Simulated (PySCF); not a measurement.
Species: C₄H₄Cl₂O.
Cartesian coordinates in Å at the PBE0-D3(BJ)/def2-SVP level; atoms count from 1:
```xyz
11
C4H4Cl2O angstrom
C     -0.8000   -0.8998    0.0420
C     -0.0746    0.4169    0.0142
C     -0.7185    1.5704   -0.0603
O     -1.2845    2.5812   -0.1270
C      1.4089    0.4658    0.0615
Cl     2.0402   -0.2736    1.5707
Cl     2.1361   -0.3751   -1.3481
H     -1.8890   -0.7657    0.0093
H     -0.5434   -1.4472    0.9622
H     -0.4971   -1.5116   -0.8219
H      1.7959    1.4906    0.0385
```

Theory: core-valence-separated Tamm–Dancoff BHandHLYP/aug-pcX-1 (pcseg-1 on H, def2-SVPD on Cl) in PySCF, non-relativistic, gas phase, PBE0-D3(BJ)/def2-SVP geometry. Absolute energies from this functional tend to lie a few eV below measured edges; no shift was applied.

The lowest roots of each edge with f over 0.003 (five at most, numbered afresh; weaker and dark ones are left out), with transition dipoles (au) in the frame of the coordinates:

| root | edge | E (eV) | f | μx | μy | μz |
| --- | --- | --- | --- | --- | --- | --- |
| 1 | C | 283.65 | 0.0840 | -0.0955 | -0.0544 | -0.0010 |
| 2 | C | 284.78 | 0.0137 | 0.0073 | 0.0436 | -0.0014 |
| 3 | C | 285.17 | 0.0413 | -0.0027 | 0.0035 | 0.0768 |
| 4 | C | 286.05 | 0.0137 | 0.0379 | 0.0227 | 0.0003 |
| 5 | C | 286.48 | 0.0508 | -0.0481 | 0.0701 | -0.0045 |
| 6 | O | 530.12 | 0.0488 | 0.0535 | 0.0299 | 0.0006 |
| 7 | O | 534.05 | 0.0304 | -0.0017 | 0.0020 | 0.0481 |
| 8 | O | 537.21 | 0.0033 | -0.0095 | 0.0128 | -0.0008 |

Task: Molecules are fixed in this frame and the field points along (0, 1, 1)/√2. What effective strengths 3 f cos²θ do the roots have (θ between field and μ)?

Result: root 1 (C3): 0.032, root 2 (C1): 0.019, root 3 (C2): 0.068, root 4 (C1): 0.006, root 5 (C5): 0.045, root 6 (O4): 0.018, root 7 (O4): 0.049, root 8 (O4): 0.003. Root 3 is the strongest. Averaged over all orientations cos²θ is 1/3, which gives f back.

One conformer stands for the species.
